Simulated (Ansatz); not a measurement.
A run for Ansatz (an electronic-structure program): U-B3LYP/def2-TZVPP on C2H3 (SMILES [C]C), 2S+1 = 4, a spin state set in the input, which need not be the lowest, at the other state's geometry.

Ansatz 0.2 input:
```yaml
crystal:
  periodic: [false, false, false]
  atoms:
    - {symbol: C, position_ang: [0.88652155, 0.19592903, 0.22243114]}
    - {symbol: C, position_ang: [-0.46940542, -0.14143912, -0.10388119]}
    - {symbol: H, position_ang: [-0.62363612, -0.88917955, -0.89435143]}
    - {symbol: H, position_ang: [-0.71417237, 0.85118728, -0.55109512]}
    - {symbol: H, position_ang: [-1.16488825, -0.28894718, 0.73414688]}
basis:
  gaussian:
    orbitals: def2-TZVPP
hamiltonian:
  xc: {name: B3LYP}
magnetization: {spin_polarized: true, initial_magnetization: 3}
```

Output:

```
WARN ansatz: RAYON_NUM_THREADS=1 ignored (pool sized by the plan → 1); use --threads N
Functional definition: B3LYP
integrals: 0.02 GiB planned
537 factors; their error is unknown
mean field: 0.28 GiB planned
mean field evaluation 1: about -2112.5649 eV, gradient 3.0e1 eV
mean field evaluation 2: about -2110.8186 eV, gradient 3.4e1 eV
mean field evaluation 4: about -2116.8616 eV, gradient 1.2e0 eV
mean field evaluation 8: about -2116.8694 eV, gradient 3.6e-2 eV
mean field evaluation 16: about -2116.8694 eV, gradient 2.7e-5 eV
mean field -2116.86942646 eV, -77.7935165568 hartree, gradient 2.7e-5 eV, S^2 3.754097; 0 other end points of the search recorded, 0 dependent functions left out
reference -2116.86964355 eV, -77.7935245348 hartree; 9, 6 occupied and 95, 98 virtual orbitals, 537 factors
Total energy: -2116.86964355 eV, -77.7935245348 hartree
```

The calculation finished and met its thresholds.

Cost: around 1.4 core-seconds (rough).
